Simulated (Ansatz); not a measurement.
`F[SiH2]P[SiH3]` + H₂O → silanol + `F[SiH2]P` at 298.15 K and 1 bar (formal hydrolysis of the Si–P bond).

Program: Ansatz. Geometries: PBE0-D4/def2-TZVP. ΔE: electronic, gas phase. CCSD(T)/CBS is the MP2 limit (def2-TZVPP, def2-QZVPP) plus CCSD(T) − MP2 in def2-TZVPP, frozen cores. This one scheme is used for every species. One conformer a species, not always the lowest.

```json
{"species": "`F[SiH2]P[SiH3]`", "CCSD(T)/CBS energy (Eh)": "-1022.56126", "H − E (kJ/mol)": "166.6", "S (J/(mol·K))": "366.0"}
{"species": "H₂O", "CCSD(T)/CBS energy (Eh)": "-76.37941", "H − E (kJ/mol)": "66.4", "S (J/(mol·K))": "188.7"}
{"species": "`O[SiH3]`", "CCSD(T)/CBS energy (Eh)": "-366.69042", "H − E (kJ/mol)": "113.6", "S (J/(mol·K))": "257.8"}
{"species": "`F[SiH2]P`", "CCSD(T)/CBS energy (Eh)": "-732.27050", "H − E (kJ/mol)": "114.4", "S (J/(mol·K))": "302.0"}
```

H − E and S are ideal-gas, rigid-rotor, harmonic terms from PBE0-D4/def2-TZVP, for one conformer and one mirror image of each species. 1 Eh = 2625.50 kJ/mol, R = 8.31446 J/(mol·K).

Task: By hand: ΔE, ΔH, ΔS and ΔG.

Result: ΔE = (-366.69042) + (-732.27050) − (-1022.56126) − (-76.37941) = -0.02025 Eh = -53.2 kJ/mol. Δ(H − E) = 113.6 + 114.4 − 166.6 − 66.4 = -5.0, so ΔH = -58.2 kJ/mol. ΔS = 257.8 + 302.0 − 366.0 − 188.7 = 5.1 J/(mol·K). ΔG = -58.2 − 298.15 × (5.1)/1000 = -59.7 kJ/mol.

Task: By hand: the equilibrium constant, and the temperature at which ΔG would vanish if ΔH and ΔS stayed fixed.

Result: log₁₀ K = −ΔG/(RT ln 10) = 10.5. ΔH and −TΔS have one sign here, so there is no such temperature. One of them is within its doubt of zero, so this could turn.

The number of gas molecules stays the same, so ΔS is small and ΔH decides. A doubt of 5 kJ/mol in ΔE shifts log₁₀ K by 0.9 here. Other conformers and mirror images would add mixing entropy, several J/(mol·K) or more a flexible species. Modes under 60 cm⁻¹, often nearly free rotors, make the harmonic entropy too high. These are equilibria of isolated gas molecules and say nothing of rates. Largest T1 diagnostic: 0.013 (customary marks: 0.02 for closed shells, 0.045 for open ones).
